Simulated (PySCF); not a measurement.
Identify the compound

The spectra below were simulated for a compound C4H14BNSi.

¹H NMR (300 MHz, computed): δ 4.87 (s, 2H), 2.61 (s, 6H), 1.37 (s, 6H).

¹³C{¹H} NMR (computed): δ 43.8 (CH3, 2C), 22.7 (CH3, 2C).

- coordinates at the PBE0-D3(BJ)/def2-SVP level
- GIAO KT2/pcSseg-1 shieldings
- code: PySCF
- one conformer, one averaged value for each set of equivalent atoms, no relativistic terms, isolated molecule

Referencing at the same level of theory: TMS for ¹H (σref 31.18), ¹³C (σref 183.22).

Propose a structure and justify it.

Results:


1. 2 carbon signals for 4 carbons: some carbons are equivalent by symmetry or fast rotation.
2. Carbon types of the structure: 4 × CH3, leaving 2 H on heteroatoms.
3. δC 43.8: methyl carbon bonded to N; deshielded by the electronegative neighbour.
4. δC 22.7: methyl carbon bonded to B.
5. δH 4.87: hydrogen on a silicon bonded to B, N.
6. δH 2.61: hydrogen on a methyl carbon bonded to N; its carbon carries N, an electronegative neighbour.
7. δH 1.37: hydrogen on a methyl carbon bonded to B.

Structure: SMILES CB(C)[SiH2]N(C)C.

This is the structure that produced the data.

A carbon bonded to boron is broadened by the quadrupolar boron nucleus and is often missing from a measured spectrum. Shifts are as computed. Against solution values, carbons near 30 ppm lie about +2 ppm off and those near 130 ppm about -5 ppm. Of 1211 compounds with measured shifts, 218 miss one by over three times the rms of a fit or turn the order of signals round; such compounds aren't used in these exercises. Multiplicities follow the n + 1 count of equivalent neighbours, as no J values were calculated; m marks all less simple cases, F and P coupling included.
